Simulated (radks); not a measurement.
Question: The mean radii <r> (bohr) of the occupied orbitals of an atom or ion are listed with their occupations. Calculated with a radial shooting solver on a logarithmic mesh with Libxc functionals: Dirac Kohn-Sham, PBE, spin-unpolarised, spherical densities, finite nucleus; Fermi nuclear charge, rms radius of each element as measured or else 0.836 A^(1/3) + 0.57 fm.

| orbital | occ. | <r> |
|---|---|---|
| 1s1/2 | 2 | 0.01715 |
| 2s1/2 | 2 | 0.07158 |
| 2p1/2 | 2 | 0.05895 |
| 2p3/2 | 4 | 0.06734 |
| 3s1/2 | 2 | 0.1834 |
| 3p1/2 | 2 | 0.1734 |
| 3p3/2 | 4 | 0.1878 |
| 3d3/2 | 4 | 0.1630 |
| 3d5/2 | 6 | 0.1674 |
| 4s1/2 | 2 | 0.3649 |
| 4p1/2 | 1 | 0.3601 |

Name the element and its charge. Open shells, if any, fill j = l - 1/2 first.

Answer: Z = 78, platinum, charge +47: Pt47+ in [Ar] 3d10 4s2 4p1. The 1s radius gives Z: for a bare nucleus <r> = (2 gamma + 1)/(2Z) with gamma = sqrt(1 - (Z/c)^2), 0.01695 bohr for Z = 78, and screening makes it slightly larger (0.01715 here). The occupations add up to 31, and the charge is Z minus that.
